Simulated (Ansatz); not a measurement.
Molecule: TiF3, charge 1, multiplicity 1. The spin state was set by rule; other spins were not relaxed. 
Geometry from a B3LYP-D3(BJ)/def2-TZVP (Ansatz, an electronic-structure program) optimisation:
```
Ti
F 1 1.6991
F 1 1.6991 2 112.56
F 1 1.6991 2 112.56 3 -128.50
```
Charge +1, spin multiplicity 1.

Parts of the frozen-core correlation energy in 6-31G* (Ansatz, hartree). Frozen orbitals: 12; correlated occupied orbitals by spin: 12 and 12; virtual: 57 and 57. No spin-orbit coupling. No relativistic terms.

```
term                             value
-------------------------  -----------
reference (HF)             -1146.51911
MP2 opposite-spin                    …
MP2 same-spin                        …
CCSD correlation                     …
(T)                           -0.03248
T1 diagnostic                    0.032
largest doubles amplitude        0.036
```

Q: Some entries are withheld; supply them.

A: 
- MP2 opposite-spin, value: -0.47002
- MP2 same-spin, value: -0.19763
- CCSD correlation, value: -0.63970
